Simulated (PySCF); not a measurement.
Dipole response of Au⁺ (gold, charge +1)

[Xe] 4f14 5d9 6s1, high-spin 3D determinant (an excited configuration). All numbers are calculated (PySCF 2.14, scalar relativity through the core potential, in aug-cc-pVTZ-PP with one added diffuse shell each of s, p, d, f, g type with ECP60MDF (7s7p6d4f3g, 113 functions)). Coupled (time-dependent) response in atomic units; α is the mean over directions.

| method | mean α (bohr³) | α xx, yy, zz | C₆ (like pair) | S(−4) |
| --- | --- | --- | --- | --- |
| UHF | 26.05 | 26.27, 26.27, 25.60 | 194.0 | 353.6 |
| PBE | 20.69 | 20.61, 20.61, 20.85 | 161.0 | 157.0 |

S(−4) is the Cauchy moment in α(ω) = α(0) + S(−4) ω² + …

Spin-orbit coupling is absent.

α(iu) at PBE:

```csv
u (hartree),α(iu) (bohr³)
0,20.69
0.0500,20.31
0.100,19.29
0.200,16.40
0.300,13.62
0.500,9.761
0.750,7.016
1.00,5.368
1.50,3.483
2.00,2.449
3.00,1.393
5.00,0.6138
```

A single London oscillator, α(iu) = α/(1 + u²/ω²), gives C₆ = (3/4) ω α². Matching the computed C₆ needs ω = 4 × 161.0 / (3 × 20.69²) = 0.501 hartree.

For an ion, C₆ is the dispersion term alone; charge-induced terms of lower order in 1/R come first.

The components differ because the open shell of this determinant is not spherical; for a pure term their mean is the scalar polarisability.

Energies and moments cover only the electrons outside the core potential. Spin-orbit coupling, absent here, splits the open shell strongly.
